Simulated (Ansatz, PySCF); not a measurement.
Gas-phase reaction in SMILES: N[CH2][GeH2][CH2]N + 2 C (CH4) + [GeH4] (GeH4) -> 2 CN (CH5N) [methanamine] + 2 [CH3][GeH3] [methylgermane]
Geometries: B3LYP-D3(BJ)/def2-TZVP minima from Ansatz (a first-principles code), one conformer each, not searched for the lowest. Frequencies are from Ansatz or PySCF.

Property: bond separation energy (0 K, with B3LYP-D3(BJ) harmonic zero-point energies), in eV. Cores are frozen in the correlated levels unless marked. No spin-orbit coupling. The frozen core is the preceding noble-gas configuration, with the filled d and f shells of earlier blocks. Non-relativistic. CBS marks a two-point X^-3 extrapolation of the correlation energy; Hartree-Fock from the larger set. The bracket is a focal-point correction in the basis named.

| level | program | bond separation energy (eV) |
|---|---|---|
| PBE-D3(BJ)/def2-TZVPD | Ansatz + dftd3 | 0.02 |
| BLYP-D3(BJ)/def2-TZVPD | Ansatz + dftd3 | ? |
| PBE0/6-31G* | Ansatz | ? |
| PBE0/def2-TZVP | Ansatz | ? |
| PBE0/def2-TZVPD | Ansatz | -0.07 |
| CAM-B3LYP-D3(BJ)/def2-TZVPD | Ansatz + dftd3 | 0.00 |
| wB97M-V/def2-TZVPD | Ansatz | 0.01 |
| B2PLYP-D3(BJ)/def2-TZVPD | Ansatz + dftd3 | 0.01 |
| CCSD/6-31G | Ansatz | 0.09 |
| RI-MP2/CBS(aug-cc-pVTZ,aug-cc-pVQZ)+[CCSD(T)-MP2]/aug-cc-pVTZ | Ansatz | -0.02 |

Q: Some entries are withheld; supply them.

A: 
- BLYP-D3(BJ)/def2-TZVPD, bond separation energy (eV): 0.06
- PBE0/6-31G*, bond separation energy (eV): -0.03
- PBE0/def2-TZVP, bond separation energy (eV): -0.06
